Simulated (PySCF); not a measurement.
BrH2MgN, SMILES [NH2][Mg][Br].

Geometry optimised at PBE0-D3(BJ)/def2-TZVP. The values are those of a single conformer.

Method: TDA-CAM-B3LYP/def2-SVPD run with PySCF.

Vertical excitations. Gas-phase values at a fixed geometry. State labels are in the subgroup C2v.

Computed UV-visible absorptions:
```
state  symmetry  energy (eV)  λ (nm)      f                                                                   main pairs
-----  --------  -----------  ------  -----  ---------------------------------------------------------------------------
S1           B1         4.33     286  0.048                                                               HOMO→LUMO 96 %
S2           A2         5.41     229  0.000                                                             HOMO→LUMO+1 89 %
S3           B2         5.80     214  0.059                                                             HOMO−2→LUMO 94 %
S4           B1         5.80     214  0.077                                                             HOMO−1→LUMO 94 %
S5           B1         6.25     198  0.018                                                             HOMO→LUMO+3 80 %
S6           A1         6.35     195  0.017                                                             HOMO→LUMO+2 82 %
S7           A2         6.91     179  0.000                                                           HOMO−1→LUMO+1 87 %
S8           A1         6.94     179  0.066                                         HOMO−2→LUMO+1 47 %, HOMO−3→LUMO 41 %
S9           A1         7.16     173  0.133  HOMO−1→LUMO+2 37 %, HOMO−3→LUMO 28 %, HOMO−2→LUMO+1 20 %, HOMO−1→LUMO+6 7 %
S10          A2         7.25     171  0.000                                                             HOMO→LUMO+4 73 %
T1           B1         3.95     314      0                                                               HOMO→LUMO 93 %
T2           A2         5.37     231      0                                                             HOMO→LUMO+1 88 %
T3           A1         5.51     225      0                                           HOMO→LUMO+2 81 %, HOMO→LUMO+6 14 %
T4           B1         5.52     224      0                                                             HOMO−1→LUMO 91 %
```
Triplets are in the Tamm–Dancoff approximation.
